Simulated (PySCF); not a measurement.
PySCF job for TaCl₃, SMILES [Cl][Ta]([Cl])[Cl] (connectivity only; charge and spin as stated), neutral, multiplicity 3, PBE-D3(BJ)/def2-SVP. Coordinates come from a PBE-D3(BJ)/def2-SVP optimisation. The geometry has at least one imaginary mode, so it is a saddle point at that level. The spin state was assumed, not searched. The def2 effective core potentials stand for the cores of Ta; spin–orbit coupling is left out.

```python
import numpy as np
from pyscf import gto, scf, dft, df
from pyscf.hessian import thermo

mol = gto.M(
    atom='''
    Ta    0.00000000   -0.00000000   -0.06569080
    Cl    0.00000000    2.10228649   -0.98666856
    Cl    0.00000000   -2.10228649   -0.98666854
    Cl    0.00000000    0.00000001    2.25542111
    ''',
    basis='def2-SVP',
    ecp={'Ta': 'def2-svp'},
    charge=0,
    spin=2,
    max_memory=1600,
    verbose=3,
)
mf = dft.UKS(mol, xc='pbe').density_fit(auxbasis='def2-universal-jkfit')
mf.disp = 'd3bj'
mf.grids.level = 3
mf.conv_tol = 1e-11
mf.max_cycle = 100
mf.kernel()
fine, coarse = mf.grids, dft.Grids(mol).set(level=1).build(with_non0tab=True)
for _ in range(3):  # follow internal instabilities
    mf.grids = coarse
    mo, _, stable, _ = mf.stability(return_status=True, nroots=4)
    mf.grids = fine
    if stable:
        break
    mf.kernel(mf.make_rdm1(mo, mf.mo_occ))

# [left out here: the lines that compute and print the analytic Hessian (its translational invariance restored by hand, since the grid's response is missing), thermochemistry and intensities]
```

It prints:

```

WARN: HOMO -0.442322967630904 >= LUMO -0.479592704984288


WARN: HOMO 0.0807296661745657 >= LUMO 0.0552727856616222


WARN: HOMO -0.163034136048885 >= LUMO -0.17344334743494

converged SCF energy = -1436.79605060764  <S^2> = 2.0081608  2S+1 = 3.0054356
<class 'pyscf.df.df_jk.DFUKS'> wavefunction is stable in the internal stability analysis

WARN: DFTD3 does not support analytical Hessian, using finite difference


WARN: Mole.unit (angstrom) is changed to Bohr

Mode                                 0                   1                   2
Irrep
Freq [cm^-1]                      -55.5316             67.2791             89.2572
Reduced mass [au]                  40.1649             50.3278             40.1584
Force const [Dyne/A]               -0.0730              0.1342              0.1885
Char temp [K]                     -79.8976             96.7997            128.4213
Normal mode                   x     y     z       x     y     z       x     y     z
       0  Ta                -0.00 -0.03 -0.00    0.05 -0.00  0.00   -0.00 -0.00  0.03
       1  Cl                 0.00  0.01  0.06   -0.08 -0.00 -0.00    0.00 -0.06 -0.09
       2  Cl                 0.00  0.01 -0.06   -0.08  0.00 -0.00    0.00  0.06 -0.09
       3  Cl                 0.00  0.12 -0.00   -0.07  0.00  0.00    0.00  0.00  0.04
Mode                                 3                   4                   5
Irrep
Freq [cm^-1]                      370.2766            373.6977            389.4804
Reduced mass [au]                  43.1980             35.8909             42.6144
Force const [Dyne/A]                3.4895              2.9531              3.8087
Char temp [K]                     532.7455            537.6678            560.3756
Normal mode                   x     y     z       x     y     z       x     y     z
       0  Ta                 0.00  0.04 -0.00    0.00 -0.00 -0.01   -0.00  0.00 -0.03
       1  Cl                -0.00 -0.09  0.05   -0.00  0.08 -0.03    0.00 -0.07  0.04
       2  Cl                -0.00 -0.09 -0.05   -0.00 -0.08 -0.03    0.00  0.07  0.04
       3  Cl                -0.00  0.01  0.00   -0.00 -0.00  0.11    0.00  0.00  0.10
temperature 298.1500 [K]
pressure 101325.00 [Pa]
Rotational constants [GHz] 2.02053 1.61282 0.89690
Symmetry number 2
Zero-point energy (ZPE) 0.00294 [Eh]   7715.860 [J/mol]
                           tot       elec      trans        rot        vib
Entropy [J/mol/K]       350.663      9.134    179.342    115.940     46.246
Cv [J/mol/K]             60.418      0.000     12.472     12.472     35.475
Cp [J/mol/K]             68.732      0.000     20.786     12.472     35.475
Internal energy [J/mol]                      3718.434   3718.434  14409.779
Internal energy [Eh]   -1436.78773  -1436.79605
Enthalpy [J/mol]                             6197.391   3718.434  14409.779
Enthalpy [Eh]          -1436.78679
Gibbs free energy [J/mol]                  -47273.446 -30849.152    621.552
Gibbs free energy [Eh] -1436.82661
mode   freq/cm-1   IR/(km/mol)
   1      -55.53        14.742
   2       67.28         1.575
   3       89.26         0.292
   4      370.28       135.841
   5      373.70         2.963
   6      389.48        51.321
max |gradient| / (hartree/bohr): 9.030540826810083e-05
APT charges: [ 1.645  -0.5489 -0.5489 -0.5472]
```

Self-consistency was reached. The end point has an imaginary mode, so it is no minimum.
